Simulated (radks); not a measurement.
Coherent X-ray form factor from a spherical all-electron density. Method: Dirac Kohn-Sham, PBE, spin-unpolarised, spherical densities, point nucleus; computed with a radial shooting solver on a logarithmic mesh with Libxc functionals.

sin(theta)/lambda (1/angstrom),f0 (electrons)
0.05,54.306
0.1,52.373
0.15,49.580
0.2,46.383
0.25,43.167
0.3,40.174
0.4,35.135
0.5,31.135
0.6,27.785
0.8,22.483
1,18.889
1.25,15.990
1.5,13.764
2,9.866

The species is in the configuration that NIST lists as its ground one. Which atom or ion scatters so?

Answer. The cerium ion Ce3+, [Xe] 4f1. Extrapolating in s^2 from the first two rows gives f0(0) = 55.0, near the electron count 55; among species with that count, the fall with angle is slower the higher Z, and the table is that of Z = 58; from so few rows the species is fixed only to a neighbour or two.
